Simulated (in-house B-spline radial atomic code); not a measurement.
Configurations of Se⁺, with energies counted from [Ar] 3d10 4s2 4p3. All numbers are computed (scalar-relativistic (X2C) PW91, spin-polarised, spherical fractional occupations; Fermi nucleus of rms radius 4.14 fm) with a radial B-spline atomic code at the basis-set limit, not measured. Shells without spins written out take the highest spin.

Occupations are held fixed; configurations that lie above the ionisation limit could autoionise.

```csv
configuration,E - E(ref) (eV),highest orbital,its <r> (bohr)
"[Ar] 3d10 4s2 4p(2 up, 1 down)",1.8208,4p down,2.128
[Ar] 3d10 4s2 4p2 5p1,14.093,5p up,5.512
[Ar] 3d10 4s1 4p3 5s1,20.488,5s up,4.42
[Ar] 3d9 4s2 4p4,53.967,4p down,2.018
[Ar] 3d9 4s2 4p3 5s1,64.905,5s up,4.329
"[Ar] 3d(4 up, 5 down) 4s2 4p(1 up, 2 down) 5s(1 up, 0 down)",67.41,5s up,4.424
"[Ne] 3s2 3p(3 up, 2 down) 3d10 4s2 4p(0 up, 3 down) 5d(0 up, 1 down)",170.84,5d down,7.892
```

(1) Order these further configurations by energy, lowest first.
A. [Ar] 3d10 4s(0 up, 1 down) 4p(2 up, 1 down) 4d(1 up, 0 down)
B. [Ar] 3d9 4s2 4p3 4d1
C. [Ar] 3d10 4s2 4p2 5d1
D. [Ar] 3d(4 up, 5 down) 4s2 4p(3 up, 0 down) 5f(1 up, 0 down)
E. [Ar] 3d10 4s1 4p3 5f1

(2) How far above the reference does [Ar] 3d9 4s2 4p3 5d1 lie?

(3) How far above the reference does [Ne] 3s2 3p5 3d10 4s2 4p4 lie?

(4) How far above the reference does [Ar] 3d10 4s2 4p2 4f1 lie?

Results:

(1) C (16.889 eV), A (26.368 eV), E (27.758 eV), B (65.913 eV), D (72.845 eV).

(2) 70.289 eV; its least bound orbital is 5d up with <r> = 7.883 bohr.

(3) 154.1 eV; its least bound orbital is 4p down with <r> = 2.013 bohr.

(4) 17.678 eV; its least bound orbital is 4f up with <r> = 8.338 bohr.
